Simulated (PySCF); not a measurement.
## `C[C@@H]1O[C@H]1OC(F)F`, C4H6F2O2

Cartesian coordinates in Å; atom numbers follow the order of the lines, from 1:
```xyz
14

C     2.323    0.602    0.356
C     0.998    0.093    0.851
O     0.453   -1.056    0.240
C    -0.205    0.140    0.018
O    -1.440    0.304    0.647
C    -2.394   -0.572    0.235
F    -3.414   -0.519    1.095
F    -2.898   -0.213   -0.975
H     2.395    0.488   -0.722
H     3.130    0.041    0.822
H     2.429    1.652    0.615
H     0.838    0.131    1.924
H    -0.176    0.523   -0.999
H    -2.038   -1.615    0.151
```

Level of theory: GIAO B3LYP/pcSseg-1 magnetisability, rotational g tensor and spin-rotation constants, non-relativistic, gas phase (PySCF 2.14.0). Geometry: GFN2-xTB.

Problem. Give the nuclear spin-rotation constants along the inertial axes (H = +C I·J) beside the isotropic shieldings.

Solution. Rotational constants 6.0079, 0.9908, 0.9451 GHz. A star marks the isotopologue with that one atom substituted, in its own axes.
```csv
atom,isotope,Caa (kHz),Cbb (kHz),Ccc (kHz),mean (kHz),σ (ppm)
F7,19F,5.779,0.862,1.468,2.703,274.6
F8,19F,6.760,0.966,1.334,3.020,267.4
H9,1H,-0.674,0.013,-0.112,-0.257,31.2
H10,1H,-0.226,-0.087,-0.067,-0.127,30.0
H11,1H,-0.637,-0.111,0.015,-0.244,30.2
H12,1H,-0.627,0.040,-0.107,-0.231,28.8
H13,1H,-0.602,0.043,-0.094,-0.217,27.4
H14,1H,-0.499,-0.100,0.065,-0.178,25.2
C1,13C*,0.857,0.143,0.149,0.383,163.5
C2,13C*,1.396,0.185,0.184,0.589,126.0
O3,17O*,-0.207,-0.055,-0.238,-0.167,257.8
C4,13C*,1.438,0.224,0.237,0.633,103.3
O5,17O*,-1.284,-0.145,-0.158,-0.529,182.6
C6,13C*,1.876,0.293,0.300,0.823,55.9
```
For the geometry as given, no vibrational averaging.

Problem. How do the rotational constants and the g tensor change when H9, H10, H11, H12, H13, H14 are replaced by deuterium?

Solution. Constants 5.3787, 0.9019, 0.8611 GHz; g -0.0311, -0.0051, -0.0066, against -0.0344, -0.0054, -0.0071 before.
